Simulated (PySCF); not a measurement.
## Löwdin shares of the frontier orbitals

C4H3FP2.
Numbering: `[F:1][c:2]1[cH:3][p:4][cH:5][cH:6][p:7]1` (hydrogens: H8 on C3; H9 on C5; H10 on C6)

Computed with TDDFT PBE0/def2-SVPD, vertical, gas phase, core orbitals frozen in the response in PySCF 2.14.0, density-fitted response routines. Geometry: GFN2-xTB; no solvent, vibrations or thermal averaging.

Frontier orbitals with the atoms that hold most of them (Löwdin shares over 4%, at most four atoms; ? is withheld):

```json
{"orbital": "LUMO+2", "ε (eV)": "0.62", "atoms": "P7 29%, C6 16%, H10 15%, P4 8%"}
{"orbital": "LUMO+1", "ε (eV)": "-1.48", "atoms": "C6 19%, C5 19%, C2 19%, C3 16%"}
{"orbital": "LUMO", "ε (eV)": "-2.61", "atoms": "P4 30%, P7 28%, C3 10%, C6 10%"}
{"orbital": "HOMO", "ε (eV)": "-7.24", "atoms": "?"}
{"orbital": "HOMO-1", "ε (eV)": "-8.26", "atoms": "?"}
{"orbital": "HOMO-2", "ε (eV)": "-8.31", "atoms": "C3 27%, C6 19%, C2 16%, C5 15%"}
{"orbital": "HOMO-3", "ε (eV)": "-8.57", "atoms": "P7 55%, P4 16%, C6 10%, C2 8%"}
```

(1) Which atoms hold the HOMO, and with what shares?

(2) Give the leading atoms of the HOMO-1.

(3) The HOMO–LUMO gap is 4.62 eV. Where does the response calculation put the lowest singlet, and from which orbitals?

(4) One configuration dominates each of S2 and S5. Which, and how do the shares of the two leading atoms of either orbital change from the occupied to the empty one?

Results:

(1) P7 (bonded to 2 C) 27%; P4 (bonded to 2 C) 23%; C5 (bonded to C, P and H) 14%; C2 (bonded to C, F and P) 13%. By element: phosphorus 50%, carbon 27% or more.

(2) P4 (bonded to 2 C) 49%; P7 (bonded to 2 C) 11%; C3 (bonded to C, P and H) 11%; C5 (bonded to C, P and H) 11%. By element: phosphorus 60%, carbon 22% or more.

(3) S1 is at 4.26 eV (f = 0.089), 0.37 eV below the gap, made of HOMO→LUMO (53%), HOMO-2→LUMO (24%), HOMO→LUMO+1 (19%). Without the coupling terms of the response equations the lowest excitation would equal the gap.

(4) 
- S2 (4.44 eV, f 0.019), HOMO-1→LUMO (99%): P4 49% → 30%, P7 11% → 28%
- S5 (5.30 eV, f 0.0001), HOMO-1→LUMO+1 (98%): P4 49% → at most 17%, P7 11% → at most 17%, C6 at most 11% → 19%, C5 11% → 19%
